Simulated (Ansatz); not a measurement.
`C[Te]C(F)(F)F` → `[CH3]`• + `FC(F)(F)[Te]`•  (homolysis of the C–Te bond)

Computed with Ansatz on PBE0-D4/def2-TZVP structures; ΔE is electronic, products minus reactants. CBS: MP2 limit from def2 TZ/QZ plus the TZ coupled-cluster correction, frozen cores. This one scheme is used for every species. DFT in def2-TZVPP. B3LYP here is the variant with VWN-RPA as its local correlation; programs differ in this. HSE06 is defined as in plane-wave codes. No spin–orbit coupling; open shells (•) take unrestricted orbitals. Elements past krypton have def2 core potentials. For Te outer-core shells are correlated without core-valence functions, which leaves a few kJ/mol of doubt a bond.

(1) What is ΔE at CCSD(T)/CBS? (Best estimate.)

(2) What do these levels give: BLYP-D4, r2SCANh-D4, BHLYP-D4, CAM-B3LYP-D4, ωB97X-V, PBE0, B3LYP, r2SCAN0, HSE06, HF/def2-TZVPP, CCSD(T)/def2-TZVPP, CCSD/CBS(def2)? (Estimate.)

Largest T1 diagnostic among the species: 0.012.

## Answers

(1) Computed: +2.95 eV.

(2) Computed: BLYP-D4 2.70, r2SCANh-D4 2.59, BHLYP-D4 2.54, CAM-B3LYP-D4 2.67, ωB97X-V 2.85, PBE0 2.71, B3LYP 2.55, r2SCAN0 2.52, HSE06 2.72, HF/def2-TZVPP 1.46, CCSD(T)/def2-TZVPP 2.77, CCSD/CBS(def2) 2.81 eV.

From BLYP to BHLYP (50 % exact exchange), in def2-TZVPP and without D4, ΔE moves by −0.10 eV: exact exchange takes away binding that semilocal exchange gives to molecules. The D4 term adds +0.13 eV with B3LYP and +0.07 eV with PBE0; it sums over pairs of atoms, weighted by their polarisabilities, and B3LYP, whose exchange is more repulsive, gets the larger term. In def2-TZVPP, CCSD(T) changes the Hartree–Fock value by +1.31 eV (the triples alone add +0.14 eV) and MP2 by +1.48 eV; breaking electron pairs costs correlation energy, which Hartree–Fock lacks.
